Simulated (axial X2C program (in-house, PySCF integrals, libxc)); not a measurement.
**RbH: cheaper levels and CCSD(T), two-component**

All values were computed with an axial X2C code built on PySCF integrals. Two-component (2c) means X2C with spin–orbit coupling and atomic mean-field two-electron Coulomb and Gaunt terms. Basis: Rb dyall-cv4z [14s14p9d7f4g], H dyall-v4z [7s3p2d1f] (cores contracted in-house); Gaussian nuclei, density fitting, unrestricted open shells. Masses: Rb 84.912 u, H 1.008 u.

State: Ω = 0 (closed shell); fragments Rb + H.

| level | Re (Å) | ωe (cm⁻¹) | De (eV) |
| --- | --- | --- | --- |
| PBE0 | 2.357 | 936.9 | 1.68 |
| HF | 2.443 | 911.3 | 0.838 |
| MP2 | 2.350 | 966.1 | 1.55 |
| CCSD | 2.378 | 933.8 | 1.76 |
| B97-3 | 2.374 | 922.3 | 1.82 |
| r2SCAN | 2.374 | 919.1 | 1.78 |
| BP86 | 2.357 | 915.9 | 1.90 |

Correlated methods: 10 electrons correlated (number of frozen shells: Rb 3 s, 2 p, 1 d; H none), 320 virtual spin orbitals or spinors in MP2, 126 natural virtuals in coupled cluster.

CCSD(T), same Hamiltonian and basis:

Re = 2.370 Å, ωe = 937.7 cm⁻¹, De = 1.77 eV; T1 = 0.013 (Lee–Taylor normalisation).

Give the differences from CCSD(T) in the columns below.



| level | ΔRe (Å) | Δωe (cm⁻¹) | ΔDe (eV) |
| --- | --- | --- | --- |
| PBE0 | -0.013 | -1 | -0.09 |
| HF | 0.073 | -26 | -0.93 |
| MP2 | -0.020 | 28 | -0.22 |
| CCSD | 0.008 | -4 | -0.01 |
| B97-3 | 0.004 | -15 | 0.05 |
| r2SCAN | 0.004 | -19 | 0.01 |
| BP86 | -0.013 | -22 | 0.13 |

One determinant describes the state; a PBE0 search over occupations chose it and may have missed a lower one. The closed shell is kept restricted, so the energy runs too high when the bond is stretched far. Dissociation energies refer to the lowest single-determinant-based atoms at the same level and basis. CCSD and (T) use frozen natural virtuals with an MP2 correction for the truncation; (T) itself is uncorrected, so its De runs slightly low.
